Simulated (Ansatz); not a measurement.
`O[SiH2]C[AsH2]` and `O[SiH2]CCl` differ in one atom or group.

Ansatz, PBE0-D4/def2-TZVP geometries, multiplicity 1. Each molecule was computed in one conformer, which needn't be the lowest.

Scalar relativity is left out up to krypton.

```json
{"property": "HOMO energy (B3LYP/def2-TZVPP) / eV", "`O[SiH2]C[AsH2]`": "-7.02"}
{"property": "LUMO energy (PBE/def2-TZVPP) / eV", "`O[SiH2]C[AsH2]`": "-0.70"}
{"property": "HOMO energy (PBE0/def2-TZVPP) / eV", "`O[SiH2]C[AsH2]`": "-7.21"}
{"property": "HOMO energy (ωB97M-V/def2-TZVPP) / eV", "`O[SiH2]C[AsH2]`": "-9.34"}
{"property": "size of the dipole moment (B3LYP/def2-TZVPP) / D", "`O[SiH2]C[AsH2]`": "1.61"}
{"property": "HOMO–LUMO gap (ωB97M-V/def2-TZVPP) / eV", "`O[SiH2]C[AsH2]`": "11.09"}
```

Question: Give the same properties after the change, and the shifts. (Estimate.)

Answer: The calculation gave: 
```tsv
property	`O[SiH2]CCl`	shift
HOMO energy (B3LYP/def2-TZVPP) / eV	-7.94	-0.92
LUMO energy (PBE/def2-TZVPP) / eV	-1.01	-0.31
HOMO energy (PBE0/def2-TZVPP) / eV	-8.17	-0.96
HOMO energy (ωB97M-V/def2-TZVPP) / eV	-10.43	-1.09
size of the dipole moment (B3LYP/def2-TZVPP) / D	0.93	-0.68
HOMO–LUMO gap (ωB97M-V/def2-TZVPP) / eV	12.21	1.12
```

With PBE0 the HOMO falls by 0.96 eV and the LUMO falls by 0.15 eV, so the gap widens by about 0.81 eV. PBE moves the HOMO by -0.69 eV and ωB97M-V by -1.09 eV. Dipoles are sizes alone; their direction can turn.

B3LYP here is the variant with VWN-RPA as its local correlation; programs differ in this.
